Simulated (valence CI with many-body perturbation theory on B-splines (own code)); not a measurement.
**Energy levels of Mo³⁶⁺**

Computed by relativistic CI+MBPT: four valence electrons over a frozen Dirac-Fock core [He], radial functions for each j: 11 s, 11 p, 9 d, 7 f, 5 g, 2 h, 1 i, with the one-electron correlation potential Σ1, the two-electron term Σ2, the three-electron term Σ3, Breit, model QED; selected CI, second order for the rest (own B-spline code, finite nucleus).

No measured spectrum was set against this ion. As an estimate, large intervals hold to a few tenths of a per cent, small ones and those within an open d or f shell to about a per cent. Among the levels kept, up to 290 cm⁻¹ of a level comes from second order outside the variational space, and about a tenth of that is noise between levels of different J, which matters for small intervals.

Levels 46 to 90 of 108, with energies above the lowest level, (2s^2 2p1/2^2) J=0. "Leading %" is the weight of the configuration and term that name the level; weights of strongly mixed levels are sums over their largest components and can fall short. In the jj column 3d3/2^4 stands for four electrons in 3d with j = 3/2. Lifetimes count E1, E2, E3, M1 and M2 decay at the calculated energies, and are blank where another channel may lead or the interval is too uncertain; long ones can be off by a factor of two.

```csv
No.,Configuration,Term,J,E (× 10³ cm⁻¹),Leading %,Lifetime,Leading jj
46,2s²2p3p,¹S,0,24834,71,453 fs,2s^2 2p3/2 3p3/2 (95 %)
47,2s2p²3s,⁵P,3,24850,55,39.1 fs,2s 2p1/2 2p3/2 3s (86 %)
48,2s2p²3d,⁵F,1,24903,55,73.5 fs,2s 2p1/2^2 3d3/2 (90 %)
49,2s2p²3d,⁵F,2,24927,34,36.7 fs,2s 2p1/2^2 3d3/2 (78 %)
50,2s2p²3s,³P,2,24969,48,43.9 fs,2s 2p1/2 2p3/2 3s (90 %)
51,2s²2p3d,¹D°,2,24980,40,7.87 fs,2s^2 2p3/2 3d3/2 (82 %)
52,2s2p²3p,⁵P°,1,24997,39,39.8 fs,2s 2p1/2 2p3/2 3p1/2 (95 %)
53,2s²2p3d,³F°,3,25017,43,6.91 fs,2s^2 2p3/2 3d3/2 (77 %)
54,2s²2p3d,³F°,4,25019,97,154 ps,2s^2 2p3/2 3d5/2 (97 %)
55,2s2p²3d,⁵D,3,25034,27,10.9 fs,2s 2p1/2^2 3d5/2 (87 %)
56,2s²2p3d,³P°,1,25045,62,6.76 fs,2s^2 2p3/2 3d3/2 (93 %)
57,2s²2p3d,³P°,0,25050,98,7.80 fs,2s^2 2p3/2 3d3/2 (98 %)
58,2s2p²3p,⁵D°,2,25055,44,48.6 fs,2s 2p1/2 2p3/2 3p1/2 (86 %)
59,2s²2p3d,³P°,2,25086,48,8.09 fs,2s^2 2p3/2 3d5/2 (77 %)
60,2s2p²3d,³F,2,25132,36,9.07 fs,2s 2p1/2^2 3d5/2 (74 %)
61,2s²2p3d,¹F°,3,25166,52,4.23 fs,2s^2 2p3/2 3d5/2 (76 %)
62,2s2p²3s,³D,1,25185,73,42.8 fs,2s 2p1/2 2p3/2 3s (95 %)
63,2s²2p3d,¹P°,1,25200,68,6.13 fs,2s^2 2p3/2 3d5/2 (95 %)
64,2s2p²3p,⁵D°,3,25205,33,45.8 fs,2s 2p1/2 2p3/2 3p1/2 (79 %)
65,2s2p²3s,³D,2,25223,36,87.9 fs,2s 2p1/2 2p3/2 3s (90 %)
66,2s2p²3s,³P,0,25244,90,40.5 fs,2s 2p1/2 2p3/2 3s (88 %)
67,2s2p²3s,³P,1,25245,55,57.5 fs,2s 2p1/2 2p3/2 3s (88 %)
68,2s2p²3p,⁵D°,3,25280,42,134 fs,2s 2p1/2 2p3/2 3p3/2 (94 %)
69,2s2p²3p,⁵P°,1,25317,33,29.2 fs,2s 2p1/2 2p3/2 3p3/2 (96 %)
70,2s2p²3p,⁵S°,2,25326,34,61.3 fs,2s 2p1/2 2p3/2 3p1/2 (90 %)
71,2s2p²3p,³D°,2,25378,50,27.4 fs,2s 2p1/2 2p3/2 3p3/2 (93 %)
72,2s2p²3p,³P°,0,25428,68,28.7 fs,2s 2p1/2 2p3/2 3p3/2 (91 %)
73,2s2p²3p,⁵D°,4,25459,58,12.1 ps,2s 2p1/2 2p3/2 3p3/2 (93 %)
74,2s2p²3p,¹D°,2,25506,39,25.6 fs,2s 2p1/2 2p3/2 3p1/2 (64 %)
75,2s2p²3p,³P°,2,25517,47,71.2 fs,2s 2p1/2 2p3/2 3p3/2 (63 %)
76,2s2p²3p,³D°,1,25519,67,87.5 fs,2s 2p1/2 2p3/2 3p1/2 (71 %)
77,2s2p²3p,³P°,0,25553,69,24.2 fs,2s 2p1/2 2p3/2 3p1/2 (84 %)
78,2s2p²3p,¹P°,1,25570,42,13.9 fs,2s 2p1/2 2p3/2 3p3/2 (71 %)
79,2s2p²3p,³D°,3,25574,44,28.5 fs,2s 2p1/2 2p3/2 3p3/2 (90 %)
80,2s2p²3d,⁵F,2,25625,44,21.8 fs,2s 2p1/2 2p3/2 3d3/2 (96 %)
81,2s2p²3d,⁵D,0,25627,88,160 fs,2s 2p1/2 2p3/2 3d3/2 (98 %)
82,2s2p²3d,⁵D,1,25627,58,33.5 fs,2s 2p1/2 2p3/2 3d3/2 (97 %)
83,2s2p²3d,⁵F,3,25653,61,16.7 fs,2s 2p1/2 2p3/2 3d3/2 (74 %)
84,2s2p²3d,⁵F,4,25670,56,282 fs,2s 2p1/2 2p3/2 3d5/2 (95 %)
85,2s2p²3p,³D°,1,25696,38,54.0 fs,2s 2p1/2 2p3/2 3p1/2 (91 %)
86,2s2p²3s,³D,3,25758,44,14.4 fs,2s 2p3/2^2 3s (71 %)
87,2s2p²3d,³F,2,25777,28,11.2 fs,2s 2p1/2 2p3/2 3d5/2 (94 %)
88,2s2p²3d,³F,4,25801,36,945 fs,2s 2p1/2 2p3/2 3d3/2 (69 %)
89,2s2p²3p,³F°,3,25809,48,49.8 fs,2s 2p1/2 2p3/2 3p3/2 (95 %)
90,2s2p²3p,³D°,2,25812,35,50.3 fs,2s 2p1/2 2p3/2 3p3/2 (90 %)
```
